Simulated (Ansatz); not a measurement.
Two isomers of C7H12O2: A = `C=CCCC(=O)OCC`, B = `CCC(C(C)=O)C(C)=O`.

Computed with Ansatz on PBE0-D4/def2-TZVP structures; ΔE is electronic, products minus reactants. CCSD(T)/CBS is the MP2 limit (def2-TZVPP, def2-QZVPP) plus CCSD(T) − MP2 in def2-TZVPP, frozen cores. Functionals use def2-TZVPP. Each species was taken in one conformer, which may not be the lowest.

Problem. Which is lower in electronic energy at CCSD(T)/CBS, and by how much? (An estimate is asked.)

Solution. Computed: B, by 27.5 kJ/mol.

Problem. Give E(B) − E(A) in kJ/mol with PBE-D4, CCSD(T)/def2-TZVPP, ωB97M-V, HF/def2-TZVPP, BLYP-D4, MP2/def2-TZVPP, PBE0-D4. (Best estimate.)

Solution. Ansatz gave: PBE-D4 -34.4, CCSD(T)/def2-TZVPP -29.0, ωB97M-V -29.7, HF/def2-TZVPP -12.3, BLYP-D4 -31.1, MP2/def2-TZVPP -35.0, PBE0-D4 -31.1. None reverses the order clearly.

Largest T1 diagnostic: 0.014.

From r2SCAN to r2SCAN0 (25 % exact exchange), in def2-TZVPP and without D4, E(B) − E(A) moves by +3.7 kJ/mol. At CCSD(T), def2-SVP lies −7.3 kJ/mol from the extrapolated value and def2-TZVPP −1.5 kJ/mol.
